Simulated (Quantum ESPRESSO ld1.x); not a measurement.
Charge is removed step by step from the 2p down level of the neon ion Ne+, starting from [He] 2s2 2p(up 3, down 2). Calculated with ld1.x of Quantum ESPRESSO 7.5: scalar-relativistic Kohn-Sham, LDA (Slater exchange, VWN5 correlation), spin-polarised, spherical densities, point nucleus.

[
 {"removed (e)": "0", "E - E(0) (eV)": "0.000", "eigenvalue (eV)": "-31.381", "E minus straight line (eV)": "0.000"},
 {"removed (e)": "0.125", "E - E(0) (eV)": "4.075", "eigenvalue (eV)": "-33.838", "E minus straight line (eV)": "-1.121"},
 {"removed (e)": "0.25", "E - E(0) (eV)": "8.461", "eigenvalue (eV)": "-36.340", "E minus straight line (eV)": "-1.933"},
 {"removed (e)": "0.375", "E - E(0) (eV)": "13.161", "eigenvalue (eV)": "-38.884", "E minus straight line (eV)": "-2.429"},
 {"removed (e)": "0.5", "E - E(0) (eV)": "18.183", "eigenvalue (eV)": "-41.470", "E minus straight line (eV)": "-2.604"},
 {"removed (e)": "0.625", "E - E(0) (eV)": "23.530", "eigenvalue (eV)": "-44.096", "E minus straight line (eV)": "-2.453"},
 {"removed (e)": "0.75", "E - E(0) (eV)": "29.208", "eigenvalue (eV)": "-46.760", "E minus straight line (eV)": "-1.972"},
 {"removed (e)": "0.875", "E - E(0) (eV)": "35.221", "eigenvalue (eV)": "-49.460", "E minus straight line (eV)": "-1.156"},
 {"removed (e)": "1", "E - E(0) (eV)": "41.574", "eigenvalue (eV)": "-52.195", "E minus straight line (eV)": "0.000"}
]

Removing the whole electron costs 41.574 eV by Delta-SCF, against 31.381 eV from minus the eigenvalue at the starting occupation. Slater's transition state (half an electron removed) gives 41.470 eV. Integrating minus the eigenvalue over the occupation (Janak's theorem) gives 41.576 eV. In this scalar-relativistic scheme the density is built from large components alone, so the theorem holds only approximately. The mean slope of the eigenvalue, de/dn, is 20.8 eV per electron. Ionisation energy of Ne+ in the NIST Atomic Spectra Database: 40.963 eV (measured).
